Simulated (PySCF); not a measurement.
Shifts of the heteroatoms

Bonds (- single, = double, # triple, : aromatic): C1=C2, C2-C3, C2-Si4, Si4-Cl5, Si4-C6, C6-C7, C6-O8, O8-C9. C1 carries H10, H11; C3 carries H12, H13, H14; Si4 carries H15; C6 carries H16; C7 carries H17, H18, H19; C9 carries H20, H21, H22. Stereochemistry as in C=C(C)[Si@@H](Cl)[C@H](C)OC. H11 is cis to C3; H10 is trans to C3.

All values are calculated (PySCF 2.14.0 with density-fitted response routines): GFN2-xTB geometry, NMR shieldings at PBE0/pcSseg-1/GIAO. Single conformer, no solvent model, non-relativistic, one averaged value for each set of equivalent atoms.

**Question.** Where does 29Si resonate?

**Answer.** 
```json
{"atoms": "Si4", "environment": "silicon bonded to 2 C, Cl, H", "σ (ppm)": "358.4", "δ (ppm)": "-14.7"}
```

Shieldings were converted by a linear fit to measured shifts: 29Si: δ = 279.94 − 0.822σ (rms 8.9 ppm, 72 shifts, 25.8 ppm with the 6 outliers that the fit left out vs TMS, solution or neat liquid). Occasional misses reach two or three times the rms, and more in compound classes unlike the fitted ones.

On a 300 MHz spectrometer 29Si resonates near 59.6 MHz, so 1 ppm is 59.6 Hz.

**Question.** Where does 17O resonate?

**Answer.** 
| atoms | environment | σ (ppm) | δ (ppm) |
| --- | --- | --- | --- |
| O8 | ether oxygen | 312.7 | -18.1 |

Shieldings were converted by a linear fit to measured shifts: 17O: δ = 266.70 − 0.911σ (rms 10.7 ppm, 155 shifts, 12.2 ppm with the 3 outliers that the fit left out vs liquid water, solution or neat liquid). A few per cent of atoms miss by over 2 rms, more outside the fitted compound classes.

On a 500 MHz spectrometer 17O resonates near 67.8 MHz, so 1 ppm is 67.8 Hz.
